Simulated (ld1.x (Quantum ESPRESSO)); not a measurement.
Transferability test, RRKJ potential for Sc (Z = 21)

```
Element                 : Sc
Generator               : ld1.x (Quantum ESPRESSO) 7.5
Type                    : norm-conserving RRKJ (Kleinman–Bylander form)
Functional              : PBE
Relativity              : scalar-relativistic
Frozen core             : [Ne] 3s2
Valence charge          : 9
Reference configuration : 3p6 3d1 4s2 4p0
Partial waves           : 3p (bound): rc 1.35 bohr; 3d (bound): rc 2.70 bohr; 4s (bound): rc 3.15 bohr
Local potential         : the s channel
Core correction         : none
rho0                    : 0.01
```

Energies are relative to the spin-unpolarised reference configuration 3p6 3d1 4s2 4p0; without spin polarisation the order of configurations can differ from experiment.

```json
{"valence configuration": "3p6 3d1 4s1 4p0", "charge": "+1", "ΔE all-electron (eV)": "6.897", "error AE − PS (meV)": "+0.4"}
{"valence configuration": "3p6 3d1 4s0 4p0", "charge": "+2", "ΔE all-electron (eV)": "19.665", "error AE − PS (meV)": "-1.4"}
{"valence configuration": "3p6 3d0 4s0 4p0", "charge": "+3", "ΔE all-electron (eV)": "44.535", "error AE − PS (meV)": "+567"}
{"valence configuration": "3p6 3d1 4s1.5 4p0", "charge": "+0.5", "ΔE all-electron (eV)": "2.754", "error AE − PS (meV)": "0.0"}
{"valence configuration": "3p6 3d1 4s1 4p1", "charge": "0", "ΔE all-electron (eV)": "2.779", "error AE − PS (meV)": "-472"}
```

Problem. What are ΔE and the potential's error for 3p6 3d1.5 4s1.5 4p0?

Solution. ΔE = 0.680 eV all-electron; the error (AE − PS) is +21 meV.

Problem. What are ΔE and the potential's error for 3p6 3d1 4s0 4p2?

Solution. ΔE = 5.674 eV all-electron; the error (AE − PS) is -1092 meV.

Levels in the configuration 3p6 3d1 4s0 4p0:

| level | all-electron (eV) | pseudo (eV) |
| --- | --- | --- |
| 3p | -48.952 | -48.939 |
| 3d | -17.912 | -17.914 |

These tests converged, but a pseudo level misses the all-electron one widely, so the file describes the atom poorly there or has found another state: 3p6 3d0 4s0 4p0: empty 4p by 2.6 eV (a node warning on the way). ld1.x printed “convergence not achieved” for 4 of the counted tests; their residual had stalled under 1e-8, short of the target of 1e-14.
